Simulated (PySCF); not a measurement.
PySCF input for CH7NOSi3, SMILES [SiH3]C1[SiH2][Si@@H](O)N=1, PBE-D3(BJ)/def2-SVP. The structure is a stationary point at PBE-D3(BJ)/def2-SVP. The structure was generated by enumeration; whether it is a known compound was not checked. One conformer was computed; it need not be the lowest.

```python
import numpy as np
from pyscf import gto, scf, dft, df
from pyscf.hessian import thermo

mol = gto.M(
    atom='''
    O     2.90241320    0.42523120    0.58889794
    Si    1.51024239   -0.49904338    0.45867979
    N    -0.02884562    0.24476599    1.09865089
    C    -0.84033076    0.12521616    0.08189905
    Si   -2.70244042    0.52261911    0.21917415
    Si    0.20763068   -0.40882198   -1.48849121
    H     3.44973851    0.25750246    1.37618627
    H     1.70333758   -1.81925831    1.16395050
    H    -3.47135209   -0.71795267   -0.15641222
    H    -3.07920454    0.96642317    1.60340858
    H    -3.04313836    1.59310111   -0.78478479
    H    -0.21402312   -1.54911638   -2.38753655
    H     0.46318335    0.79623930   -2.35902433
    ''',
    basis='def2-SVP',
    charge=0,
    spin=0,
    max_memory=1600,
    verbose=3,
)
mf = dft.RKS(mol, xc='pbe').density_fit(auxbasis='def2-universal-jkfit')
mf.disp = 'd3bj'
mf.grids.level = 3
mf.conv_tol = 1e-11
mf.max_cycle = 100
mf.kernel()

# [left out here: the lines that compute and print the analytic Hessian (its translational invariance restored by hand, since the grid's response is missing), thermochemistry and intensities]
```

Program output:

```
converged SCF energy = -1039.72537728571

WARN: DFTD3 does not support analytical Hessian, using finite difference


WARN: Mole.unit (angstrom) is changed to Bohr

Mode                                 0                   1                   2
Irrep
Freq [cm^-1]                       40.7091             74.7830            133.6476
Reduced mass [au]                   1.1545              3.7404              4.5298
Force const [Dyne/A]                0.0011              0.0123              0.0477
Char temp [K]                      58.5713            107.5961            192.2892
Normal mode                   x     y     z       x     y     z       x     y     z
       0   O                 0.02 -0.05  0.02   -0.08  0.11 -0.01    0.03 -0.03 -0.12
       1  Si                -0.01 -0.00 -0.00    0.02 -0.04 -0.01    0.01 -0.02  0.02
       2   N                 0.00  0.03 -0.01   -0.02 -0.14  0.04    0.02 -0.01  0.08
       3   C                 0.00  0.03 -0.01    0.00 -0.04  0.01    0.01  0.02  0.09
       4  Si                -0.01 -0.03  0.01    0.02  0.06 -0.00   -0.01 -0.02 -0.08
       5  Si                 0.01  0.03 -0.01    0.01 -0.00 -0.00   -0.03  0.05  0.06
       6   H                 0.01 -0.07  0.02   -0.07  0.18 -0.00    0.03  0.09 -0.09
       7   H                -0.06 -0.01 -0.01    0.16 -0.04 -0.05    0.04 -0.00  0.03
       8   H                 0.05 -0.22  0.52   -0.05  0.04  0.19    0.09 -0.06 -0.13
       9   H                 0.09  0.43 -0.11    0.08  0.26 -0.06   -0.21  0.02 -0.14
      10   H                -0.19 -0.41 -0.34    0.05 -0.07 -0.15    0.09 -0.07 -0.16
      11   H                 0.00  0.05 -0.03   -0.01 -0.03  0.04   -0.07  0.08  0.04
      12   H                 0.02  0.04  0.01   -0.00 -0.03 -0.04   -0.02  0.07  0.09
Mode                                 3                   4                   5
Irrep
Freq [cm^-1]                      171.3384            217.2273            235.2633
[...]
       4  Si                 0.02  0.03  0.00   -0.01  0.00 -0.01    0.01  0.00  0.01
       5  Si                -0.00  0.02 -0.02   -0.03  0.00  0.01    0.03 -0.01 -0.00
       6   H                 0.10  0.10 -0.03    0.36  0.37 -0.18    0.26  0.22 -0.11
       7   H                 0.05 -0.15 -0.25   -0.38 -0.14 -0.22   -0.59  0.11  0.36
       8   H                 0.25 -0.12  0.00   -0.00 -0.01  0.03   -0.01  0.02 -0.02
       9   H                -0.09 -0.12  0.02    0.08 -0.02  0.02   -0.11  0.01 -0.03
      10   H                -0.22 -0.06 -0.01   -0.06  0.02  0.03   -0.05 -0.02 -0.00
      11   H                -0.14 -0.02  0.10    0.20 -0.04 -0.05   -0.21  0.06  0.02
      12   H                 0.38 -0.13 -0.10    0.27 -0.09 -0.04   -0.20  0.06  0.03
Mode                                18                  19                  20
Irrep
Freq [cm^-1]                      822.6778            838.3791            878.1745
Reduced mass [au]                   2.2383              1.3634              1.2085
Force const [Dyne/A]                0.8926              0.5646              0.5491
Char temp [K]                    1183.6502           1206.2408           1263.4975
Normal mode                   x     y     z       x     y     z       x     y     z
       0   O                -0.11 -0.11  0.02   -0.01 -0.01  0.00    0.01 -0.00  0.02
       1  Si                 0.05  0.04 -0.02    0.00  0.01  0.00   -0.02 -0.01 -0.01
       2   N                -0.03  0.02  0.01   -0.01  0.01  0.03   -0.01  0.00  0.02
       3   C                -0.02  0.00  0.01    0.11 -0.03 -0.07    0.06 -0.01 -0.04
       4  Si                 0.01 -0.00  0.00    0.02 -0.00  0.01   -0.05  0.01  0.01
       5  Si                 0.01 -0.00  0.00   -0.03  0.00 -0.01   -0.01  0.00 -0.02
       6   H                 0.16  0.24 -0.11    0.00  0.01 -0.01    0.14  0.14 -0.05
       7   H                 0.50  0.19  0.14    0.07  0.01 -0.00    0.11  0.05  0.07
       8   H                -0.00  0.00 -0.00   -0.33  0.20  0.00    0.32 -0.16 -0.15
       9   H                -0.00  0.00 -0.00   -0.43  0.05 -0.13    0.30  0.02  0.10
      10   H                -0.00 -0.00  0.00   -0.35 -0.05  0.07    0.33 -0.02 -0.14
      11   H                -0.05  0.06 -0.06    0.11 -0.20  0.21   -0.02 -0.25  0.33
      12   H                -0.04 -0.03 -0.07    0.13  0.17  0.29    0.08  0.25  0.37
Mode                                21                  22                  23
Irrep
Freq [cm^-1]                      899.0097            902.4406            921.5284
Reduced mass [au]                   1.0357              1.0396              2.3703
Force const [Dyne/A]                0.4932              0.4988              1.1860
Char temp [K]                    1293.4748           1298.4111           1325.8742
Normal mode                   x     y     z       x     y     z       x     y     z
       0   O                -0.00  0.00 -0.00    0.01  0.00  0.00   -0.08 -0.02 -0.03
       1  Si                 0.00  0.00  0.00   -0.00 -0.00 -0.00    0.08  0.02  0.02
       2   N                 0.00  0.00 -0.00   -0.01 -0.00 -0.00   -0.04  0.02  0.05
       3   C                -0.01 -0.01  0.01   -0.00  0.00  0.00    0.10 -0.04 -0.07
       4  Si                -0.00 -0.03  0.01   -0.00 -0.01 -0.03   -0.03  0.01  0.01
       5  Si                 0.00  0.00  0.00    0.00  0.00 -0.00   -0.02  0.00  0.01
       6   H                -0.02 -0.02  0.00    0.03  0.03 -0.01   -0.28 -0.27  0.06
       7   H                -0.01 -0.01 -0.01    0.03  0.01  0.01   -0.30 -0.08 -0.07
       8   H                 0.20  0.00 -0.47    0.14 -0.26  0.53    0.16 -0.11  0.01
       9   H                 0.15  0.69 -0.18   -0.23  0.13 -0.13    0.03  0.00  0.02
      10   H                -0.26  0.16  0.28    0.20  0.49  0.45    0.18  0.04 -0.03
      11   H                -0.01  0.02 -0.02   -0.02 -0.05  0.07    0.10  0.07 -0.13
      12   H                 0.01 -0.03 -0.03    0.02  0.05  0.07    0.03 -0.09 -0.11
Mode                                24                  25                  26
Irrep
Freq [cm^-1]                      936.3837           1502.3767           2111.1732
Reduced mass [au]                   2.0725             12.4830              1.0357
Force const [Dyne/A]                1.0707             16.6007              2.7198
Char temp [K]                    1347.2477           2161.5855           3037.5082
Normal mode                   x     y     z       x     y     z       x     y     z
       0   O                 0.06  0.02  0.03    0.00  0.00 -0.00   -0.00 -0.00  0.00
       1  Si                -0.06 -0.02 -0.03   -0.00 -0.00  0.00    0.00  0.00 -0.00
       2   N                -0.00  0.02  0.04   -0.11 -0.01 -0.14   -0.00 -0.00 -0.00
       3   C                 0.12 -0.04 -0.07    0.15  0.01  0.15   -0.00  0.00  0.00
       4  Si                -0.02  0.01  0.01   -0.00  0.00 -0.00    0.00  0.00  0.00
       5  Si                -0.01  0.00  0.03    0.00  0.00  0.00   -0.01 -0.02 -0.03
       6   H                 0.20  0.19 -0.04   -0.00 -0.01 -0.00    0.00 -0.00 -0.00
       7   H                 0.20  0.08  0.10    0.02 -0.01 -0.02    0.02 -0.12  0.06
       8   H                 0.05 -0.04  0.00   -0.01  0.00 -0.00   -0.02 -0.04 -0.01
       9   H                -0.06  0.02 -0.01    0.02  0.00  0.02   -0.00  0.01  0.02
      10   H                 0.06  0.02 -0.01   -0.01 -0.00 -0.00   -0.01  0.03 -0.03
      11   H                 0.12  0.23 -0.31   -0.02 -0.00  0.01    0.26  0.70  0.53
      12   H                -0.06 -0.22 -0.30   -0.00  0.00 -0.00   -0.06 -0.26  0.17
Mode                                27                  28                  29
Irrep
Freq [cm^-1]                     2127.0632           2144.5407           2149.9152
Reduced mass [au]                   1.0417              1.0483              1.0229
Force const [Dyne/A]                2.7770              2.8405              2.7858
Char temp [K]                    3060.3704           3085.5166           3093.2493
Normal mode                   x     y     z       x     y     z       x     y     z
       0   O                -0.00  0.00 -0.00   -0.00 -0.00 -0.00   -0.00 -0.00  0.00
       1  Si                -0.00  0.03 -0.02   -0.00  0.00 -0.00    0.00 -0.00  0.00
       2   N                 0.00  0.00 -0.00    0.00 -0.00 -0.00   -0.00  0.00 -0.00
       3   C                -0.00 -0.00  0.00   -0.00  0.00  0.00    0.00 -0.00 -0.00
       4  Si                -0.00 -0.00 -0.00    0.00 -0.00  0.00   -0.02 -0.00 -0.01
       5  Si                 0.00 -0.00  0.01    0.01  0.03 -0.01   -0.00  0.00 -0.00
       6   H                 0.00  0.00  0.00   -0.00 -0.00  0.00   -0.00  0.00 -0.00
       7   H                 0.12 -0.84  0.44    0.02 -0.11  0.06   -0.01  0.06 -0.03
       8   H                 0.03  0.05  0.02    0.02  0.04  0.01    0.37  0.62  0.18
       9   H                 0.01 -0.01 -0.04   -0.00  0.00  0.01    0.06 -0.08 -0.26
      10   H                 0.01 -0.03  0.03   -0.02  0.07 -0.06    0.12 -0.42  0.38
      11   H                -0.03 -0.06 -0.05   -0.09 -0.24 -0.20    0.02  0.05  0.04
      12   H                 0.03  0.13 -0.09   -0.15 -0.73  0.52   -0.01 -0.05  0.03
Mode                                30                  31                  32
Irrep
Freq [cm^-1]                     2157.4932           2184.6070           3756.0985
Reduced mass [au]                   1.0501              1.0488              1.0669
Force const [Dyne/A]                2.8798              2.9491              8.8686
Char temp [K]                    3104.1524           3143.1631           5404.1895
Normal mode                   x     y     z       x     y     z       x     y     z
       0   O                -0.00 -0.00 -0.00    0.00  0.00  0.00   -0.04  0.01 -0.05
       1  Si                 0.00  0.00 -0.00   -0.00  0.00 -0.00    0.00  0.00 -0.00
       2   N                -0.00  0.00 -0.00    0.00  0.00  0.00    0.00  0.00  0.00
       3   C                 0.00  0.00 -0.00   -0.00 -0.00 -0.00   -0.00 -0.00 -0.00
       4  Si                 0.00  0.04 -0.01    0.00 -0.01 -0.04   -0.00  0.00  0.00
       5  Si                 0.00  0.00 -0.00   -0.00 -0.00  0.00    0.00 -0.00  0.00
       6   H                -0.00  0.00  0.00    0.00  0.00  0.00    0.56 -0.16  0.77
       7   H                 0.00 -0.01  0.01    0.00 -0.01  0.01    0.00  0.00  0.00
       8   H                -0.31 -0.50 -0.16    0.09  0.15  0.03    0.00  0.00 -0.00
       9   H                 0.01  0.00 -0.05   -0.23  0.28  0.87    0.00 -0.00 -0.00
      10   H                 0.17 -0.53  0.51    0.05 -0.15  0.13    0.00 -0.00  0.00
      11   H                -0.01 -0.02 -0.02    0.00 -0.00 -0.00    0.00  0.00  0.00
      12   H                -0.02 -0.08  0.06    0.00  0.00 -0.00    0.00 -0.00  0.00
temperature 298.1500 [K]
pressure 101325.00 [Pa]
Rotational constants [GHz] 3.71244 1.03616 0.86705
Symmetry number 1
Zero-point energy (ZPE) 0.07214 [Eh]   189394.406 [J/mol]
                           tot       elec      trans        rot        vib
Entropy [J/mol/K]       406.356      0.000    169.767    121.155    115.434
Cv [J/mol/K]            146.982      0.000     12.472     12.472    122.038
Cp [J/mol/K]            155.296      0.000     20.786     12.472    122.038
Internal energy [J/mol]                      3718.434   3718.434 207835.676
Internal energy [Eh]   -1039.64338  -1039.72538
Enthalpy [J/mol]                             6197.391   3718.434 207835.676
Enthalpy [Eh]          -1039.64244
Gibbs free energy [J/mol]                  -44418.777 -32403.807 173419.060
Gibbs free energy [Eh] -1039.68859
mode   freq/cm-1   IR/(km/mol)
   1       40.71         0.135
   2       74.78         1.909
   3      133.65         2.241
   4      171.34        16.757
   5      217.23         6.264
   6      235.26        86.414
   7      270.75         7.028
   8      323.96         2.747
   9      376.52         4.689
  10      447.33         4.838
  11      475.02        14.410
  12      538.39        11.706
  13      577.71        17.391
  14      610.57        75.714
  15      664.04        60.714
  16      684.66        29.762
  17      723.61        99.242
  18      766.90       260.629
  19      822.68        86.514
  20      838.38       130.732
  21      878.17       191.620
  22      899.01        30.193
  23      902.44        50.638
  24      921.53        39.914
  25      936.38        85.185
  26     1502.38        43.017
  27     2111.17       120.552
  28     2127.06       130.251
  29     2144.54        73.517
  30     2149.92        64.564
  31     2157.49       103.785
  32     2184.61        87.968
  33     3756.10       106.728
max |gradient| / (hartree/bohr): 6.550815019778297e-05
APT charges: [-0.8342  1.2883 -0.7242 -0.0743  0.9185  0.5701  0.2951 -0.283  -0.2336
 -0.2462 -0.2369 -0.2418 -0.1978]
```

Self-consistency was reached.

Cost: very roughly 4 core-minutes.
